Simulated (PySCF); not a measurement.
Adding and removing an electron: MgGe

PBE0; PySCF, no relativity, basis sets Mg def2-SVPD, Ge def2-SVPD. Neutral (UKS): triplet (π ↑↑), Re = 2.600 Å, ωe = 252 cm⁻¹, De = 1.08 eV, HOMO -5.04 eV, LUMO -2.69 eV.

MgGe⁺ (UKS): doublet (π ↑), Re = 2.772 Å, ωe = 221 cm⁻¹, De = 1.87 eV to Mg⁺ + Ge. The energies at the minima are -2276.32500 hartree for MgGe and -2276.07617 for MgGe⁺.

Problem. Work out the adiabatic ionisation energy, without and with harmonic zero-point energies (1 hartree = 27.2114 eV, 1 eV = 8065.5 cm⁻¹), and the change of the bond length.

Solution. At PBE0: 0.24883 hartree = 6.771 eV between the minima; the zero-point term (221.0 − 252.0)/2 cm⁻¹ = -0.002 eV makes it 6.769 eV. Re changes by +17.2 pm against the neutral. The electron leaves a π orbital; in so polar a molecule the change of length follows mostly from the change of the ionic charges.

Spin–orbit coupling is left out. For an ion De counts to the pair picked by the measured ionisation energies or electron affinities, which need not be the lowest pair at this level. States were picked by a PBE0 search and need not be the measured ground states.
